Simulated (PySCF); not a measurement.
## Bond length, frequency and bond energy of BeGe⁺ by level of theory

State: ²Π (doublet), unpaired electrons π ↑. Set-up: PySCF, no relativity, basis sets Be 6-31G(d,p), Ge 6-31G(d,p). De refers to Be + Ge⁺ in their high-spin ground configurations, without counterpoise correction. The functionals are run spin-unrestricted. A positive dipole points towards Ge; it is taken about the centre of mass and depends on that origin.

| Level | Re (Å) | ωe (cm⁻¹) | De (eV) | μ (D) |
| --- | --- | --- | --- | --- |
| UHF | 2.466 | 327 | 1.29 | -6.51 |
| UHF-MP2 | 2.358 | 392 | 1.64 | n/a |
| UHF-SCS-MP2 | 2.386 | 368 | 1.50 | n/a |
| UHF-CCSD | 2.406 | 373 | 1.39 | n/a |
| UHF-CCSD(T) | 2.392 | 384 | 1.47 | n/a |
| PBE | 2.361 | 409 | 2.18 | -5.52 |
| r²SCAN | 2.347 | 409 | 2.23 | -5.94 |
| PBE0 | 2.359 | 401 | 2.04 | -5.85 |
| MN15 | 2.367 | 391 | 2.08 | -6.03 |
| BHandHLYP | 2.375 | 377 | 1.78 | -6.09 |
| LC-ωPBE | 2.365 | 368 | 1.81 | -6.19 |

The bond length runs from 2.347 Å (r²SCAN) to 2.466 Å (UHF). De spans 1.29 eV (UHF, mean field) to 2.23 eV (r²SCAN, meta-GGA). Correlation at CCSD(T) changes the Hartree–Fock bond energy by +0.18 eV; the triples alone change it by +0.08 eV.

Correlated steps freeze 9 core orbitals. Correlated levels converge slowly with the basis: in double zeta they bind strong bonds too weakly, by up to about 1 eV, and carry superposition errors of some tenths. Spin–orbit coupling is left out. For an ion De counts to the pair picked by the measured ionisation energies or electron affinities, which need not be the lowest pair at this level. The state is the lowest determinant that a PBE0 search found; another state may lie lower at other levels.
